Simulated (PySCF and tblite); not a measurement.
The numbers below are computed, except where a source is named.
5 regioisomers of C₄H₃BrN₂Se:

```tsv
isomer	SMILES
A	[SeH:1][c:2]1[n:3][cH:4][n:5][cH:6][c:7]1[Br:8]
B	[SeH:1][c:2]1[n:3][cH:4][c:5]([Br:6])[cH:7][n:8]1
C	[SeH:1][c:2]1[cH:3][n:4][cH:5][n:6][c:7]1[Br:8]
D	[SeH:1][c:2]1[cH:3][cH:4][n:5][c:6]([Br:7])[n:8]1
E	[SeH:1][c:2]1[cH:3][c:4]([Br:5])[n:6][cH:7][n:8]1
```

Each isomer is a Boltzmann average at 298.15 K over at most 2 conformers: GFN2-xTB geometries, energies B3LYP/def2-SVP (IEF-PCM, benzene) (D3(BJ) added where defined), GIAO shieldings WP04/pcSseg-1 (IEF-PCM, benzene), GFN2-xTB thermal terms. Programs: PySCF with density fitting and tblite.

What shifts does each isomer give (ppm)?


A: ¹H (against TMS): 8.73 (H4, 1H), 8.48 (H6, 1H). ¹³C (against TMS): 192.0 (C2), 163.5 (C6), 161.3 (C4), 147.1 (C7).

B: ¹H (against TMS): 8.38 (H4/H7, 2H). ¹³C (against TMS): 189.8 (C2), 165.1 (C4/C7), 142.3 (C5).

C: ¹H (against TMS): 8.65 (H5, 1H), 8.53 (H3, 1H). ¹³C (against TMS): 180.3 (C7), 162.3 (C3), 160.0 (C5), 153.2 (C2).

D: ¹H (against TMS): 8.13 (H4, 1H), 7.05 (H3, 1H). ¹³C (against TMS): 191.7 (C2), 181.7 (C6), 162.6 (C4), 127.2 (C3).

E: ¹H (against TMS): 8.59 (H7, 1H), 7.45 (H3, 1H). ¹³C (against TMS): 190.2 (C2), 181.4 (C4), 162.6 (C7), 132.7 (C3). H not on carbon is left out.

Spin–orbit effects of the heavy atoms on shieldings are missing. At a carbon that bears Br the missing effect is some 10 ppm, beside I tens of ppm. Shifts are unscaled: against experiment ¹³C can be off by 15 ppm or more and ¹H by 0.8 ppm. The minima are those of GFN2-xTB; planar forms about aryl–S or allylic bonds may be saddles in DFT. The search found a single conformer for at least one isomer; other rotamers may be missing.
